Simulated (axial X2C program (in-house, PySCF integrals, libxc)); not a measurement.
**Spin–orbit effects along a row: molecules with H (ions), HF**

All values come from calculations with an in-house relativistic program for diatomic molecules, spin-free (one-electron X2C) or two-component (2c: spin–orbit coupling with atomic mean-field Coulomb and Gaunt terms, which also bring small scalar terms), in Dyall basis sets with cores contracted in-house; open shells are unrestricted.

Basis sets: H dyall-v3z, I dyall-cv3z, In dyall-cv3z, Mo dyall-cv3z, Nb dyall-cv3z, Pd dyall-cv3z, Rb dyall-cv3z, Ru dyall-cv3z, Sn dyall-cv3z, Sr dyall-cv3z, Tc dyall-cv3z, Y dyall-cv3z, Zr dyall-cv3z.

| molecule | spin-free state | Re (Å) | ωe (cm⁻¹) | De (eV) | 2c state | Re 2c (Å) | ωe 2c (cm⁻¹) | De 2c (eV) |
| --- | --- | --- | --- | --- | --- | --- | --- | --- |
| RbH⁺ | M_S = 1/2, Λ = 0 | 3.460 | 151.2 | 0.02 | Ω = 1/2 | 3.460 | 151.1 | 0.02 |
| SrH⁺ | M_S = 0, Λ = 0 | 2.065 | 1424.8 | 1.24 | Ω = 0 | 2.065 | 1424.9 | 1.24 |
| YH⁺ | M_S = 1/2, Λ = 0 | 1.882 | 1706.5 | n/a | Ω = 1/2 | 1.882 | 1706.4 | n/a |
| ZrH⁺ | M_S = 1, Λ = 2 | 1.828 | 1720.1 | 1.48 | Ω = 1 | 1.828 | 1718.4 | n/a |
| NbH⁺ | M_S = 3/2, Λ = 2 | 1.770 | 1782.8 | 1.39 | Ω = 1/2 | 1.771 | 1781.8 | n/a |
| MoH⁺ | M_S = 2, Λ = 0 | 1.710 | 1819.7 | 0.63 | Ω = 2 | 1.710 | 1817.8 | 0.62 |
| TcH⁺ | M_S = 5/2, Λ = 0 | 1.729 | 1652.9 | 1.02 | Ω = 5/2 | 1.729 | 1652.9 | 1.02 |
| RuH⁺ | M_S = 2, Λ = 1 | 1.653 | 1834.5 | 0.95 | Ω = 3 | 1.653 | 1832.9 | n/a |
| PdH⁺ | M_S = 0, Λ = 0 | 1.443 | 2484.1 | 0.08 | Ω = 0 | 1.446 | 2461.5 | n/a |
| InH⁺ | M_S = 1/2, Λ = 0 | 1.827 | 1072.7 | 0.07 | Ω = 1/2 | 1.826 | 1077.3 | 0.07 |
| SnH⁺ | M_S = 0, Λ = 0 | 1.745 | 1936.1 | 1.86 | Ω = 0 | 1.745 | 1935.1 | 1.53 |
| HI⁺ | M_S = 1/2, Λ = 1 | 1.617 | 2345.3 | 2.10 | Ω = 3/2 | 1.620 | 2330.5 | n/a |

Fragments in 2c: Rb+ + H, Sr+ + H, Y+ + H, Zr+ + H, Nb+ + H, Mo+ + H, Tc+ + H, Ru+ + H, Pd+ + H, In+ + H, Sn+ + H, I+ + H. Each entry is the lowest single determinant of a limited PBE0 search at one distance. De goes to single-determinant-based atoms at the same level (for ions the charge split of lowest energy) and is withheld (n/a) where an atom does not fit its ground term or J level. Main or longest-lived isotopes. One determinant is a doubtful description, or other states lie close, for YH⁺, ZrH⁺, NbH⁺, MoH⁺, TcH⁺, RuH⁺; these need not be ground states, and all values refer to the states named. Some open-shell Ω = 0 determinants are out of reach, so the Ω given for MoH⁺, RuH⁺ need not be the lowest component. With several unpaired electrons the Ω given is that of one determinant, not necessarily of the lowest component.
